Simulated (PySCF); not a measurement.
## Ionisation energy of Fe²⁺ by level of theory

Fe²⁺ [Ar] 3d6 (5D) → Fe³⁺ [Ar] 3d5 (6S), as a difference of total energies. Calculation: PySCF 2.14, in pcseg-2 (6s4p3d2f1g, 56 functions); no relativity, point nucleus. Correlated levels: valence: [Ar] frozen. The calculations carry no spin-orbit coupling.

**Question.** Order these methods by the ionisation energy they give, lowest first.
A. UHF
B. M06-2X
C. MN15
D. MP2 (valence)

**Answer.** A (28.422 eV), D (29.849 eV), B (30.892 eV), C (31.423 eV).

These non-relativistic numbers lack the scalar-relativistic shift.

The reference lies between the lowest fine-structure levels, while these numbers refer to the centres of the terms.

Errors of the correlated levels include the incompleteness of this basis and the frozen core.

For comparison: 30.651 ± 0.012 eV (measured; NIST Atomic Spectra Database, ionization energies).
